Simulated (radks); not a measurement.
Values are calculated unless marked as measured or tabulated.
Ionisation of the chlorine ion Cl+, [Ne] 3s2 3p4, to Cl2+, [Ne] 3s2 3p3, under several functionals. Scalar-relativistic Kohn-Sham, spin-polarised, spherical densities, finite nucleus; open shells are filled with parallel spins first; a radial shooting solver on a logarithmic mesh with Libxc functionals.

functional                          E(Cl+) (hartree)  Exc (hartree)  IE (eV)  -e(HOMO) (eV)  <r> HOMO (bohr)  IE error (eV)
exchange-only B88                         -460.50324      -27.28483   22.278         16.950            1.744         -1.536
revPBE                                    -461.07023      -27.86731   23.560         18.136            1.728         -0.254
PBE                                       -460.96138      -27.75362   23.628         18.185            1.727         -0.186
OLYP                                      -461.17680      -27.99817   23.485         18.051            1.739         -0.328
exchange-only PBE                         -460.35869      -27.13258   22.276         16.950            1.752         -1.538
SOGGA                                     -460.15674      -26.92721   23.476         18.051            1.726         -0.337
B86b exchange with PBE correlation        -461.13077      -27.92835   23.666         18.215            1.725         -0.148
BP86                                      -461.19131      -27.98970   23.822         18.334            1.723         +0.008

NIST Atomic Spectra Database: 23.814 eV (measured). Closest: BP86. The Delta-SCF values span 1.55 eV, the total energies 1.03 hartree. The highest occupied level is 3p. Open shells are spherical and high-spin; term and fine-structure splittings are not resolved.
